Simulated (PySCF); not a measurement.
**A thermochemical cycle for SbCl**

MP2 in PySCF with def2-TZVPPD on every atom (core potentials on Sb), for the lowest determinant that a PBE0 search found; no spin–orbit coupling. SbCl, a triplet (π ↑↑), has De = 2.97 eV to neutral atoms, and SbCl⁺, a doublet (π ↑), has De = 3.50 eV to Sb⁺ + Cl.

At the same level the Sb atom ionises at 9.12 eV.

What is the adiabatic ionisation energy of the molecule, and does ionisation strengthen or weaken the bond?

IE = IE(Sb) + De(neutral) − De(ion) = 9.12 + 2.97 − 3.50 = 8.59 eV. De changes by +0.53 eV, so ionisation strengthens the bond.

Correlated steps freeze 9 core orbitals. Spin–orbit coupling is left out, which matters for elements this heavy, above all for dissociation energies. For an ion De counts to the pair picked by the measured ionisation energies or electron affinities, which need not be the lowest pair at this level. States were picked by a PBE0 search and need not be the measured ground states.
